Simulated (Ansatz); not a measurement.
Cost and result for the atomization energy of CH$_{5}$ClSSn (`C[S][SnH2][Cl]`) (9 atoms, 8 bonds).

```
atom    x (Å)    y (Å)    z (Å)
  C1  -1.1029   1.1409  -0.3557
  S2  -1.1654  -0.6572  -0.6179
 Sn3   1.0146  -1.2279   0.1298
 Cl4   1.1831  -0.5299   2.3570
  H5  -0.9257   1.3766   0.6931
  H6  -0.3439   1.6108  -0.9810
  H7  -2.0815   1.5249  -0.6435
  H8   1.2112  -2.9141   0.0976
  H9   2.2106  -0.3241  -0.6794
```

Charge 0, multiplicity 1. Correlated methods include outer-core shells of Sn, which these sets cover unevenly. Sn: def2 effective core potential. All single points use the PBE0-D4/def2-TZVP geometry. It is one conformer, not always the lowest. Program: Ansatz. Hardware: A = 2 threads of a server CPU on a shared host; B = 2 threads of an AMD EPYC 7R13 on a shared host and a share of an NVIDIA H100 80 GB. Times are those of one run each, without the atoms' runs, and a repeat can differ threefold. Electronic energies, without spin–orbit coupling; frozen cores. CCSD(T)/CBS adds CCSD(T) − MP2 in def2-TZVPP to the MP2 limit, and its time is that of the two runs behind it. T1 = 0.012. With those shells the extrapolation isn't a true limit.

CCSD(T)/CBS is a level of theory with its own doubt, some kJ/mol a heavy atom from the limit and from the frozen cores, so smaller differences don't rank the functionals.

```json
{"level": "LDA (SPW92)/def2-TZVPP [A]", "functions": "235", "wall time": "2.4 s"}
{"level": "revPBE-D4/def2-TZVPP [A]", "functions": "235", "wall time": "3.1 s"}
{"level": "BLYP-D4/def2-TZVPP [A]", "functions": "235", "wall time": "3.6 s"}
{"level": "BHLYP-D4/def2-TZVPP [A]", "functions": "235", "wall time": "6 s"}
{"level": "PBE0-D4/def2-TZVPP [A]", "functions": "235", "wall time": "6 s"}
{"level": "MP2/def2-QZVPP [B]", "functions": "429", "wall time": "6.5 s"}
{"level": "CCSD(T)/def2-TZVPP [B]", "functions": "235", "wall time": "6.5 s"}
{"level": "CAM-B3LYP-D4/def2-TZVPP [A]", "functions": "235", "wall time": "7 s"}
{"level": "r2SCANh-D4/def2-TZVPP [A]", "functions": "235", "wall time": "9.5 s"}
{"level": "CCSD(T)/def2-SVP [A]", "functions": "101", "wall time": "9.5 s"}
{"level": "PBE-QIDH/def2-TZVPP [A]", "functions": "235", "wall time": "11 s"}
{"level": "CCSD(T)/CBS(def2)", "functions": "–", "wall time": "13 s"}
{"level": "B97M-V/def2-TZVPP [A]", "functions": "235", "wall time": "14 s"}
```

Q: What atomization energy does each give, and how far from CCSD(T)/CBS? (Estimate.)

A: Computed: 
```csv
level,atomization (kJ/mol),difference from CCSD(T)/CBS,per bond
LDA (SPW92)/def2-TZVPP [A],3107.6,361.9,45.2
revPBE-D4/def2-TZVPP [A],2690.8,-54.9,-6.9
BLYP-D4/def2-TZVPP [A],2689.6,-56.1,-7.0
BHLYP-D4/def2-TZVPP [A],2655.5,-90.2,-11.3
PBE0-D4/def2-TZVPP [A],2723.7,-22.0,-2.8
MP2/def2-QZVPP [B],2717.0,-28.7,-3.6
CCSD(T)/def2-TZVPP [B],2658.6,-87.1,-10.9
CAM-B3LYP-D4/def2-TZVPP [A],2715.7,-30.0,-3.8
r2SCANh-D4/def2-TZVPP [A],2721.0,-24.7,-3.1
CCSD(T)/def2-SVP [A],2529.9,-215.8,-27.0
PBE-QIDH/def2-TZVPP [A],2705.6,-40.1,-5.0
CCSD(T)/CBS(def2),2745.7,0.0,0.0
B97M-V/def2-TZVPP [A],2778.4,32.7,4.1
```

From PBE to PBE0 (25 % exact exchange), in def2-TZVPP and without D4, the atomization energy moves by −26.2 kJ/mol: exact exchange takes away binding that semilocal exchange gives to molecules. In def2-TZVPP, CCSD(T) changes the Hartree–Fock value by +685.2 kJ/mol (the triples alone add +44.3 kJ/mol) and MP2 by +691.8 kJ/mol; breaking electron pairs costs correlation energy, which Hartree–Fock lacks. At CCSD(T), def2-SVP lies −215.9 kJ/mol from the extrapolated value and def2-TZVPP −87.1 kJ/mol: correlation converges slowly with the basis, and small sets miss more of it in the bonded molecule than in its fragments.

Spin–orbit coupling would lower the free Sn atoms strongly, and the atomization energy with them, by more than many differences here. For some Ge, Se and Sn compounds the MP2-based and the directly extrapolated limit differ by 10 to 25 kJ/mol.
